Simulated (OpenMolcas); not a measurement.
A calculation on Ru2+.

```
Program             : OpenMolcas 26.06
Method              : MS-CASPT2, IPEA 0.25 Eh, imaginary shift 0.1 Eh (closed shells correlated: 4s 4p)
Basis               : ANO-RCC-VTZP [7s6p4d2f1g]
Scalar Hamiltonian  : DKH2, point nucleus
Active space        : 6 electrons in 10 orbitals (4d 5d)
State averaging     : 2S+1 = 5 even, 5 roots; 2S+1 = 3 even, 45 roots; 2S+1 = 1 even, 49 roots
Spin-orbit coupling : RASSI with atomic mean-field integrals over the reference wave functions, term energies averaged over their components
```

Task: Which level of the active space comes out lowest?

Result: 4d6 5D4, with 99 % of that term; it is also the measured ground level.

Task: How high does 4d6 3G5 lie?

Result: 19820 cm-1 above the lowest level.

Task: How high does 4d6 5D2 lie?

Result: 1767 cm-1 above the lowest level; measured 1826 cm-1 above the ground level, so the calculation is off by -3 %.

Task: How high does 4d6 5D1 lie?

Result: 2190 cm-1 above the lowest level; measured 2266 cm-1 above the ground level, so the calculation is off by -3 %.

Task: The level at 16200 cm-1 has J = 4. What is it made of, and what is its g factor?

Result: 49 % 4d6 3H4, 26 % 4d6 3F(1), 18 % 4d6 3G; g = 0.977, against 0.800 from Landé's formula for the pure leading term.

Measured values: Moore, Atomic Energy Levels, vol. III, NSRDS-NBS 35 (1971 reprint of NBS Circular 467, 1958).

Term energies are means over components that CASPT2 splits; among the terms shown or strongly mixed into the levels shown the widest spread is 290 cm-1 (4d6 3G). Active for correlation alone: 5d; no level in the range computed is led by a configuration that fills it, so any true level of that kind is missing. Measured partners are found by configuration, term and J. A level has none where our copy of the source lacks it or the pairing is in doubt (some pairs that miss far off the trend of their configuration count as doubtful), and it then counts in no deviation. Levels of configurations outside the active space are missing.

A number in round brackets counts repeated terms of one configuration in the order of the reference energies.
